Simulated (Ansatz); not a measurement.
Cl4Ti, singlet, at a GFN2-xTB geometry (such geometries of metal compounds can be far from the true shape), atoms displaced at random by about 0.03 Å a coordinate; B3LYP/STO-3G, gradient run with Ansatz (an electronic-structure program).

The Ansatz input:
Ansatz 0.2 input:
```yaml
crystal:
  periodic: [false, false, false]
  atoms:
    - {symbol: Ti, position_ang: [0.03085991, -0.01770398, -0.04311299]}
    - {symbol: Cl, position_ang: [1.66426953, -0.51263664, -1.06851281]}
    - {symbol: Cl, position_ang: [0.56760632, 0.48405391, 1.92746288]}
    - {symbol: Cl, position_ang: [-0.90777288, 1.67981008, -0.89344376]}
    - {symbol: Cl, position_ang: [-1.31482204, -1.53758918, 0.02807006]}
basis:
  gaussian:
    orbitals: STO-3G
hamiltonian:
  xc: b3lyp
output: {forces: true}
```

Q: Predict the main parts of the log of this Ansatz run.

A: 
```
Functional definition: B3LYP
635 factors; integrals over basis functions are off by at most 1.1e-4 eV
mean field evaluation 1: about -72426.4547 eV, gradient 3.8e1 eV
mean field evaluation 2: about -72385.7502 eV, gradient 1.4e2 eV
mean field evaluation 4: about -72432.0937 eV, gradient 1.3e0 eV
mean field evaluation 8: about -72432.1068 eV, gradient 1.4e-3 eV
mean field -72432.10682795 eV, -2661.8308296817 hartree, gradient 5.9e-5 eV, S^2 0.000000; 0 other end points of the search recorded, 0 dependent functions left out
the calculation of the forces begins
reference -72432.10701654 eV, -2661.8308366125 hartree; 45, 45 occupied and 9, 9 virtual orbitals, 635 factors
Total energy: -72432.10701654 eV, -2661.8308366125 hartree
Atom 0 at     0.030860    -0.017704    -0.043113 Å, force    -2.205347     3.546186     2.175019 eV/Å
Atom 1 at     1.664270    -0.512637    -1.068513 Å, force     5.178712    -1.638242    -3.339604 eV/Å
Atom 2 at     0.567606     0.484054     1.927463 Å, force     0.553170     0.415985     1.800058 eV/Å
Atom 3 at    -0.907773     1.679810    -0.893444 Å, force    -0.600079     1.152317    -0.699209 eV/Å
Atom 4 at    -1.314822    -1.537589     0.028070 Å, force    -2.926455    -3.476247     0.063736 eV/Å
Dipole moment:     0.067989    -0.119611    -0.082371 e Å
```
